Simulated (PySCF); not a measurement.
Se(Cl)4 anion (Cl₄Se), SMILES Cl[Se](Cl)(Cl)Cl (connectivity only; charge and spin as stated), charge -1, multiplicity 2. Atoms are numbered in the order given.

```xyz
5

Se     0.0000     0.0000    -0.1672
Cl     1.6990     1.6990     0.0836
Cl    -1.6990     1.6990     0.0836
Cl    -1.6990    -1.6990     0.0836
Cl     1.6990    -1.6990     0.0836
```
Charge -1, spin multiplicity 2.

Geometry: B3LYP-D3(BJ)/def2-SVPD. The spin state was assumed, not searched. The isomer is the one that the SMILES or the coordinates give; other isomers of the formula were not compared.

Level of theory: r2SCAN/def2-SVPD (PySCF).

Mulliken values depend strongly on the basis, most of all with diffuse functions as here. ESP charges are fitted to the potential on shells at 1.4 to 2.0 van der Waals radii. Atomic charges (e):

| atom | ESP fit | meta-Löwdin | Mulliken | Mulliken spin |
|---|---|---|---|---|
| Se1 | 0.38 | … | 0.98 | 0.62 |
| Cl2 | -0.35 | … | -0.49 | 0.10 |
| Cl3 | -0.35 | … | -0.49 | 0.10 |
| Cl4 | -0.35 | … | -0.49 | 0.10 |
| Cl5 | -0.35 | … | -0.49 | 0.10 |

Task: Some entries are withheld; supply them. (An estimate is asked for; the answer gives what the named calculation found.)

Result: 
- Se1, meta-Löwdin: 0.67
- Cl2, meta-Löwdin: -0.42
- Cl3, meta-Löwdin: -0.42
- Cl4, meta-Löwdin: -0.42
- Cl5, meta-Löwdin: -0.42
